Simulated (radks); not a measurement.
The oxygen anion O-, [He] 2s2 2p5, held by a Watson sphere: a shell of charge +1 at radius R that stands for the Madelung well of a crystal (potential energy -1/R inside, -1/r outside, in hartree with lengths in bohr). Calculated with a radial shooting solver on a logarithmic mesh with Libxc functionals: scalar-relativistic Kohn-Sham, PBEsol, spin-polarised, spherical densities, finite nucleus; open shells are filled with parallel spins first; Fermi nuclear charge, rms radius of each element as measured or else 0.836 A^(1/3) + 0.57 fm. Response by self-consistent Sternheimer equations with the Hartree and adiabatic LDA kernel, the relativistic mass of each level held fixed and spin-orbit coupling left out. The sphere does not respond.

| R (bohr) | e(2s down) (eV) | e(2p up) (eV) | e(2p down) (eV) | <r> 2p (bohr) | sum of <r^2> (bohr^2) | X-ray form factor at sin(theta)/lambda = 0.1 1/angstrom | alpha (bohr^3) |
|---|---|---|---|---|---|---|---|
| 1.79 | -22.339 | -9.043 | -7.739 | 1.394 | 15.87 | 7.964 | 9.084 |
| 1.83 | -22.215 | -8.940 | -7.640 | 1.399 | 15.99 | 7.958 | 9.302 |
| 1.86 | -22.123 | -8.863 | -7.566 | 1.404 | 16.08 | 7.953 | 9.469 |
| 2.42 | -20.607 | -7.534 | -6.265 | 1.474 | 17.54 | 7.881 | 12.97 |
| 2.89 | -19.599 | -6.596 | -5.335 | 1.522 | 18.54 | 7.837 | 16.42 |
